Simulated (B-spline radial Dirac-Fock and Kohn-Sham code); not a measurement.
Auger decay of the L1 hole in Yb

System: the Yb atom, 1s2 2s2 2p6 3s2 3p6 3d10 4s2 4p6 4d10 4f14 5s2 5p6 5d1 6s1 (an excited configuration).

Level of theory: independent-particle radiative and Coulomb Auger rates from relativistic LDA hole-state orbitals, with Dirac-Fock energies; a radial finite-basis atomic code. Kinetic energies are configuration averages from the vacuum level; the two-hole energies are estimated from single-hole states.

```tsv
transition	kinetic energy (eV)	width (meV)	share (%)
L1-L2N3	143.4	199	4.3
L1-L2N7	497.7	197	4.2
L1-L3N1	1036.1	252	5.4
L1-L3N4	1330.7	327	7.0
L1-L3N5	1340.9	408	8.8
L1-L3N6	1531.4	236	5.1
L1-L3N7	1532.8	294	6.3
L1-M1M3	6103.1	201	4.3
L1-M1M5	6519.1	216	4.6
L1-M4M5	7338.2	315	6.8
```

Coster-Kronig rates are the weakest part of this model and often come out 1.5 to 2.5 times too large. The listed channels hold 57 % of the non-radiative rate. Summed by principal shells, of 4.65 eV in all: LLN 57.2 %, LMM 27.8 %, LMN 9.8 %, LLO 3.4 %, LNN 0.8 %, LMO 0.7 %.

Values without a named source are computed, but for edge energies of neutral atoms, which are taken from tables.
